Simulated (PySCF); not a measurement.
## Löwdin shares of the frontier orbitals

Species: C4H12P2Si.
Geometry (GFN2-xTB, Å), atoms numbered from 1 in this order:
```
atom  x, y, z in Å
C1    -1.383   -0.146    1.661
C2    -0.818   -0.656    0.349
C3    -1.459   -0.051   -0.913
C4    -0.216    0.259   -1.760
Si5    0.912    0.012   -0.215
P6     1.476    1.851    0.984
P7     2.704   -1.339   -0.532
H8    -1.260    0.935    1.730
H9    -0.868   -0.600    2.505
H10   -2.445   -0.377    1.742
H11   -0.879   -1.746    0.328
H12   -2.163   -0.720   -1.406
H13   -1.983    0.869   -0.657
H14   -0.238    1.235   -2.236
H15   -0.053   -0.485   -2.537
H16    2.701    1.992    0.355
H17    0.862    2.737    0.115
H18    3.099   -1.253    0.791
H19    2.002   -2.509   -0.311
```

Method used: TDDFT wB97X-D/def2-SVPD, vertical, gas phase, core orbitals frozen in the response in PySCF 2.14.0, density-fitted response routines.

Kohn–Sham orbitals with the atoms that hold most of them (Löwdin shares over 4%, at most four atoms; ? is withheld):

```tsv
orbital	ε (eV)	atoms
LUMO+2	1.89	P7 20%, Si5 18%, P6 16%, H19 9%
LUMO+1	1.74	P6 28%, P7 23%, Si5 20%, H19 6%
LUMO	1.62	?
HOMO	-8.88	?
HOMO-1	-9.09	P6 46%, Si5 14%, C4 13%, C3 5%
HOMO-2	-9.59	Si5 21%, C4 18%, P7 17%, C2 13%
HOMO-3	-10.24	P7 28%, P6 21%, Si5 10%, C3 7%
```

Task: Which atoms hold the LUMO, and with what shares?

Result: P7 (bonded to Si and 2 H) 25%; Si5 (bonded to 2 C and 2 P) 21%; P6 (bonded to Si and 2 H) 21%; H17 (bonded to P) 7%. By element: phosphorus 46%, silicon 21%, hydrogen 7% or more.

Task: Which atoms hold the HOMO, and with what shares?

Result: P7 (bonded to Si and 2 H) 35%; C2 (bonded to 2 C, Si and H) 19%; Si5 (bonded to 2 C and 2 P) 15%; C1 (bonded to C and 3 H) 6%. By element: phosphorus 35% or more, carbon 25% or more, silicon 15%.

Task: How does S1 compare with the orbital gap of 10.50 eV?

Result: S1 is at 6.12 eV (f = 0.0021), 4.38 eV below the gap, made of HOMO-1→LUMO (63%), HOMO→LUMO+1 (14%). Its leading pair isn't HOMO and LUMO; the energies of that pair differ by 10.72 eV. Without the coupling terms of the response equations the lowest excitation would equal the gap.

Next come S2 at 6.22 eV (f 0.0029), HOMO→LUMO+1 (59%), HOMO-1→LUMO (16%); S3 at 6.36 eV (f 0.143), HOMO→LUMO (84%); S4 at 6.68 eV (f 0.111), HOMO-1→LUMO+1 (42%), HOMO→LUMO+2 (16%), HOMO→LUMO+1 (12%); S5 at 6.75 eV (f 0.078), HOMO→LUMO+2 (51%), HOMO-1→LUMO+1 (21%).

Hardware: one thread, Arm Neoverse N1 (aarch64), on a shared host. Cost: 2.0 min wall, 1.1 GiB resident at most.

One conformer stands for the species.

Without π bonds the low states are Rydberg-like; a valence basis with one diffuse set may place them up to an eV too high.
